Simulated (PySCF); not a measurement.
## From computed data to an observable: chemical shift, span and skew from a shielding tensor

3-silylprop-2-yn-1-amine (C3H7NSi), SMILES NCC#C[SiH3]. Atoms are numbered in the order given.

```xyz
12

N     -2.7453     0.9749     0.2263
C     -2.1168    -0.3084    -0.0232
C     -0.6504    -0.3041    -0.0460
C      0.5685    -0.2466    -0.0548
Si     2.3939    -0.1757    -0.0716
H     -2.4504     1.6464    -0.4804
H     -2.4246     1.3483     1.1179
H     -2.4564    -1.0296     0.7399
H     -2.4841    -0.7080    -0.9840
H      2.9101     0.0610     1.3091
H      2.9473    -1.4641    -0.5834
H      2.8528     0.9361    -0.9563
```
Charge 0, spin multiplicity 1.

Geometry: PBE0-D3(BJ)/def2-SVP. The values are those of a single conformer.

GIAO shieldings from KT2/pcSseg-1 run with PySCF, non-relativistic, no solvent. The symmetric part of the tensor of Si5 has the principal values 450.5, 451.1, 480.1 ppm. The same nucleus in TMS has σ = 361.9 ppm at this level (PySCF, at its B3LYP-D3(BJ)/def2-TZVP geometry).

Problem. Work out the isotropic shielding, the ²⁹Si shift against TMS, the span and the skew.

Solution. 
σ(iso) = (σ11 + σ22 + σ33)/3 = 460.6 ppm. δ = σ(ref) − σ(iso) = 361.9 − (460.6) = -98.7 ppm.
Span Ω = σ33 − σ11 = 29.6 ppm. Skew κ = 3(σ(iso) − σ22)/Ω = 0.96. Tumbling in solution averages the tensor to δ; in a static solid the shielding alone would spread this spin-1/2 line over Ω.
